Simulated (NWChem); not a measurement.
System: C4H7Cl; SMILES CC(=CCl)C

Parts of the log:

```
             Northwest Computational Chemistry Package (NWChem) 7.3.0
             --------------------------------------------------------

                             Geometry "geometry" -> ""
                             -------------------------

 Output coordinates in angstroms (scale by  1.889725989 to convert to a.u.)

  No.       Tag          Charge          X              Y              Z
 ---- ---------------- ---------- -------------- -------------- --------------
    1 C                    6.0000    -0.74956400    -2.15841000     0.00000000
    2 C                    6.0000    -0.02880700    -0.84272700     0.00000000
    3 C                    6.0000     1.46539300    -0.89508000     0.00000000
    4 C                    6.0000    -0.73773700     0.29349000     0.00000000
    5 Cl                  17.0000    -0.05292900     1.88397800     0.00000000
    6 H                    1.0000    -1.84177200    -2.03535800     0.00000000
    7 H                    1.0000    -0.47132600    -2.75574400     0.88476200
    8 H                    1.0000    -0.47132600    -2.75574400    -0.88476200
    9 H                    1.0000     1.91099700     0.10759600     0.00000000
   10 H                    1.0000     1.83236600    -1.44230700    -0.88453700
   11 H                    1.0000     1.83236600    -1.44230700     0.88453700
   12 H                    1.0000    -1.82993500     0.30407600     0.00000000

 Effective nuclear repulsion energy (a.u.)     210.7687228524

  xc_inp: hfexch multiplicative factor not found.

                                 NWChem DFT Module
                                 -----------------

 Summary of "ao basis" -> "ao basis" (spherical)
 ------------------------------------------------------------------------------
       Tag                 Description            Shells   Functions and Types
 ---------------- ------------------------------  ------  ---------------------
 C                           6-31g*                  6       14   3s2p1d
 Cl                          6-31g*                  8       18   4s3p1d
 H                           6-31g*                  2        2   2s

            General Information
            -------------------
          SCF calculation type: DFT
          Wavefunction type:  closed shell.
          No. of atoms     :    12
          No. of electrons :    48
           Alpha electrons :    24
            Beta electrons :    24
          Charge           :     0
          Spin multiplicity:     1
          Use of symmetry is: off; symmetry adaption is: off
          Maximum number of iterations: 150
          AO basis - number of functions:    88
                     number of shells:    46
          Convergence on energy requested:  1.00D-06
          Convergence on density requested:  1.00D-05
          Convergence on gradient requested:  5.00D-04

              XC Information
              --------------
                     Hartree-Fock (Exact) Exchange  1.000

      Superposition of Atomic Density Guess
      -------------------------------------

 Sum of atomic energies:        -613.57922708

      Non-variational initial energy
      ------------------------------

 Total energy =    -616.473761
 1-e energy   =   -1259.170643
 2-e energy   =     431.928159
 HOMO         =      -0.244329
 LUMO         =       0.053221

     ---------------------------------------------
      Total Density - Mulliken Population Analysis
     ---------------------------------------------

    Atom       Charge   Shell Charges
 -----------   ------   -------------------------------------------------------
    1 C    6     6.68   2.00  0.72  2.03  0.67  1.23  0.03
    2 C    6     5.90   2.00  0.73  1.87  0.45  0.81  0.04
    3 C    6     6.70   2.00  0.72  2.05  0.67  1.23  0.03
    4 C    6     6.18   2.00  0.71  1.75  0.59  1.10  0.04
    5 Cl  17    17.14   2.00  2.00  5.98  1.38  3.62  0.53  1.61  0.02
    6 H    1     0.77   0.46  0.30
    7 H    1     0.77   0.46  0.31
    8 H    1     0.77   0.46  0.31
    9 H    1     0.77   0.47  0.30
   10 H    1     0.77   0.46  0.31
   11 H    1     0.77   0.46  0.31
   12 H    1     0.77   0.46  0.31

   convergence    iter        energy       DeltaE   RMS-Dens  Diis-err
 ---------------- ----- ----------------- --------- --------- ---------
 d= 0,ls=0.0,diis     1   -614.9522108384 -8.26D+02  6.18D-03  2.86D-01
 d= 0,ls=0.0,diis     2   -615.0008086206 -4.86D-02  2.68D-03  3.80D-02
 d= 0,ls=0.0,diis     3   -615.0059971331 -5.19D-03  1.05D-03  8.03D-03
 d= 0,ls=0.0,diis     4   -615.0072969082 -1.30D-03  2.52D-04  2.11D-04
 d= 0,ls=0.0,diis     5   -615.0073412806 -4.44D-05  1.11D-04  2.46D-05
  Resetting Diis
 d= 0,ls=0.0,diis     6   -615.0073487675 -7.49D-06  3.86D-05  3.62D-06
 d= 0,ls=0.0,diis     7   -615.0073497372 -9.70D-07  7.87D-06  2.40D-07

         Total DFT energy =     -615.007349737162
      One electron energy =    -1262.589445688049
           Coulomb energy =      487.601915036967
    Exchange-Corr. energy =      -50.788541938436
 Nuclear repulsion energy =      210.768722852357

 Numeric. integr. density =        0.000000000000

                       DFT Final Molecular Orbital Analysis
                       ------------------------------------

 Vector   22  Occ=2.000000D+00  E=-4.922415D-01
              MO Center= -1.0D-01,  1.3D+00, -2.2D-15, r^2= 2.4D+00
   Bfn.  Coefficient  Atom+Function         Bfn.  Coefficient  Atom+Function
  ----- ------------  ---------------      ----- ------------  ---------------
    65      0.617282   5 Cl pz               69      0.323436   5 Cl pz
    61     -0.239197   5 Cl pz               47      0.207189   4 C  pz
    51      0.149258   4 C  pz               33     -0.093290   3 C  pz
    19      0.086811   2 C  pz                5     -0.061691   1 C  pz
    84      0.060043  10 H  s                86     -0.060043  11 H  s

 Vector   23  Occ=2.000000D+00  E=-4.415382D-01
              MO Center= -1.1D-01,  1.6D+00,  6.7D-17, r^2= 1.9D+00
   Bfn.  Coefficient  Atom+Function         Bfn.  Coefficient  Atom+Function
  ----- ------------  ---------------      ----- ------------  ---------------
    63      0.653951   5 Cl px               67      0.370088   5 Cl px
    59     -0.251510   5 Cl px               64     -0.226275   5 Cl py
    68     -0.141709   5 Cl py               88      0.130915  12 H  s
    45     -0.128935   4 C  px               20     -0.117941   2 C  s
    87      0.112277  12 H  s                60      0.086768   5 Cl py

 Vector   24  Occ=2.000000D+00  E=-3.407952D-01
              MO Center= -2.3D-01,  6.8D-02, -1.8D-15, r^2= 3.0D+00
   Bfn.  Coefficient  Atom+Function         Bfn.  Coefficient  Atom+Function
  ----- ------------  ---------------      ----- ------------  ---------------
    65      0.369124   5 Cl pz               47     -0.346032   4 C  pz
    19     -0.323462   2 C  pz               51     -0.298376   4 C  pz
    23     -0.272877   2 C  pz               69      0.259660   5 Cl pz
    61     -0.140109   5 Cl pz               78      0.108208   7 H  s
    80     -0.108208   8 H  s                84     -0.095124  10 H  s

 Vector   25  Occ=0.000000D+00  E= 1.673499D-01
              MO Center= -1.8D-01, -4.8D-01, -2.1D-14, r^2= 3.2D+00
   Bfn.  Coefficient  Atom+Function         Bfn.  Coefficient  Atom+Function
  ----- ------------  ---------------      ----- ------------  ---------------
    51     -0.679919   4 C  pz               23      0.635309   2 C  pz
    19      0.368984   2 C  pz               84      0.361940  10 H  s
    86     -0.361940  11 H  s                47     -0.351341   4 C  pz
    78     -0.321040   7 H  s                80      0.321040   8 H  s
    69      0.194410   5 Cl pz               37      0.173246   3 C  pz

[...]

                     NWChem Electrostatic Potential Fit Module
                     -----------------------------------------

 Atom parameters

 Number of atoms is                                   12
 Number of basis functions is                         88

 Grid parameters

 Maximum number of grid points is                  43140
 Number of grid points is                          43139
 Grid range                                     0.300000 nm
 Grid spacing                                   0.020000 nm
 Probe radius                                   0.070000 nm
 Atom radius factor                             1.000000

 Atomic radii

    1    0.100000
    6    0.147000
   17    0.169000
 FASTESP  F
  using M.O. file = ./job.movecs

    Atom              Coordinates                           Charge

                                                  ESP

    1 C    -0.074956   -0.215841    0.000000   -0.215393
    2 C    -0.002881   -0.084273    0.000000    0.208610
    3 C     0.146539   -0.089508    0.000000    0.008180
    4 C    -0.073774    0.029349    0.000000   -0.296508
    5 Cl   -0.005293    0.188398    0.000000   -0.129509
    6 H    -0.184177   -0.203536    0.000000    0.052713
    7 H    -0.047133   -0.275574    0.088476    0.065827
    8 H    -0.047133   -0.275574   -0.088476    0.066335
    9 H     0.191100    0.010760    0.000000    0.028855
   10 H     0.183237   -0.144231   -0.088454    0.005790
   11 H     0.183237   -0.144231    0.088454    0.005556
   12 H    -0.182994    0.030408    0.000000    0.199545
                                            ------------
                                                0.000000

 Dipole moment                                  0.900564

 Quadrupole moment Qxx                          6.677793
                   Qyy                         -7.242516
                   Qzz                          0.564723

 RMS deviation kJ/mol                           0.070750

 RRMS %                                        45.087257
```

Level: Hartree-Fock/6-31G* (spherical d). Structure relaxed at the PBE0/def2-SVP level. No frequency run checked for a minimum.

**Question.** Reconstruct the input file.

**Answer.** This is not unique; one that fits is the input that was run:
```
start job
memory heap 200 mb stack 900 mb global 1100 mb
geometry units angstroms noautosym nocenter noautoz
  C     -0.749564    -2.158410     0.000000
  C     -0.028807    -0.842727     0.000000
  C      1.465393    -0.895080     0.000000
  C     -0.737737     0.293490     0.000000
  Cl    -0.052929     1.883978     0.000000
  H     -1.841772    -2.035358     0.000000
  H     -0.471326    -2.755744     0.884762
  H     -0.471326    -2.755744    -0.884762
  H      1.910997     0.107596     0.000000
  H      1.832366    -1.442307    -0.884537
  H      1.832366    -1.442307     0.884537
  H     -1.829935     0.304076     0.000000
end
basis spherical
  * library 6-31g*
end
dft
  xc hfexch
  iterations 150
  mulliken
end
task dft energy
esp
  recalculate
  probe 0.07
  range 0.3
  factor 1.0
  spacing 0.02
end
task esp
```
